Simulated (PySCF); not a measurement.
A calculated (LDA, PySCF 2.14, Sapporo-DZP-2012, the spin-free X2C one-electron Hamiltonian (Gaussian nucleus)) atom or ion has these occupied shells.

```
shell  electrons  orbital energy (eV)  rms radius, mean of both spins (bohr)
 1s α          1              -50.992                                  0.690
 1s β          1              -50.782                                  0.690
 2s α          1               -3.163                                   4.16
```

Problem. Name the element and its charge.

Solution. Li (lithium, neutral), in [He] 2s1, 2S determinant.
